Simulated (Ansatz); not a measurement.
F₃Sb (`[F][Sb]([F])[F]`). The species carries charge 0 and has multiplicity 1. Sb: def2 effective core potential. The structure was optimised at the PBE0-D4/def2-TZVP level.

```xyz
4

F     0.159   -1.599    0.220
Sb   -0.671    0.005   -0.326
F    -0.347    0.908    1.298
F     0.859    0.686   -1.192
```

Problem. What is the dipole moment at PBE/def2-TZVPP? (Estimate.)

Solution. The calculation gave: 3.54 D, with components (-3.19, 0.02, -1.55) D in this frame, pointing from negative to positive charge.

Problem. And with r2SCAN, B3LYP, ωB97M-V? (An estimate is asked.)

Solution. Computed: r2SCAN 3.62 D, B3LYP 3.84 D, ωB97M-V 3.81 D.

Problem. Give the Mulliken charges with PBE, B3LYP, r2SCAN in def2-TZVPP. (An estimate is asked.)

Solution. The calculation gave: 
| atom | PBE | B3LYP | r2SCAN |
| --- | --- | --- | --- |
| F1 | -0.40 | -0.44 | -0.44 |
| Sb2 | 1.20 | 1.33 | 1.31 |
| F3 | -0.40 | -0.44 | -0.44 |
| F4 | -0.40 | -0.44 | -0.44 |

B3LYP here is the variant with VWN-RPA as its local correlation; programs differ in this.
